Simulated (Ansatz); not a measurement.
**BF5Si: where a starting geometry ends**

The starting geometry of this gas-phase triplet was optimised with GFN2-xTB as a singlet; its bonds are those of `FB(F)[Si](F)(F)F`.

```csv
atom,x (Å),y (Å),z (Å)
B,-0.7889,0.0512,-1.3608
F,-1.8206,-0.1898,-2.1356
F,0.1218,0.7889,-1.9520
F,-0.5139,0.5106,1.5988
F,0.6511,-1.5239,0.7602
F,-1.8265,-1.5167,0.9918
Si,-0.6234,-0.6131,0.4764
```

Predict what becomes of its bonds when it is optimised with PBE0-D4/def2-SVP.

It falls apart into F3Si + BF2. Contacts that open: B1–Si7 (1.96 → 3.59 Å).

The energy falls by 1.98 eV over 53 steps:

```
step  E − E(last) (eV)
   1             1.984
   7             0.571
  13             0.125
  18             0.085
  24             0.043
  30             0.011
  36             0.004
  41             0.001
  47             0.000
  53             0.000
```

Final geometry (Å):

```xyz
7

B    -0.5461    0.8527   -1.9594
F    -1.7440    1.0398   -2.4440
F    -0.0056   -0.3488   -1.9796
F    -1.3571    0.0366    0.3931
F     0.8782   -0.9697    1.2357
F    -1.3795   -1.7689    2.2480
Si   -0.6463   -1.3346    0.8849
```

The end wasn't checked by frequencies. Open shells are spin-unrestricted. The triplet needn't be the ground state. Run with Ansatz 0.2.0, 2.6 min on 2 threads of Intel(R) Xeon(R) Platinum 8488C (Sapphire Rapids), with other jobs on the host.
